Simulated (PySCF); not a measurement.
Excitations are Tamm–Dancoff values on a coarser integration grid. The basis has no diffuse functions, so Rydberg states are missing or too high.

H2Br2GaN, SMILES `[NH2][Ga]([Br])[Br]` (charge 0, multiplicity 1)

Computed with CAM-B3LYP-D3(BJ)/def2-TZVP run with PySCF 2.14.0.

```
Property                                                     Result
--------------------------------------  ---------------------------
HOMO                                                       -9.40 eV
dipole moment                                                2.44 D
HOMO–LUMO gap                                               9.09 eV
LUMO                                                       -0.30 eV
S1 excitation (TDA)                                         5.64 eV
S1 oscillator strength                                        0.003
T1 excitation (TDA)                                         5.19 eV
S1–T1 gap (TDA)                                             0.45 eV
vertical ionisation energy (Delta-SCF)                     10.21 eV
total energy                                          -7129.6404 Ha
cost                                    very roughly 4 core-minutes
```

```xyz
6

N     -1.0840    -0.1218     0.0359
Ga     0.6948     0.0782    -0.0236
Br     2.0401    -1.7443    -0.1494
Br     1.6079     2.1545     0.0260
H     -1.7223     0.6522     0.0932
H     -1.5366    -1.0188     0.0180
```
Charge 0, spin multiplicity 1.
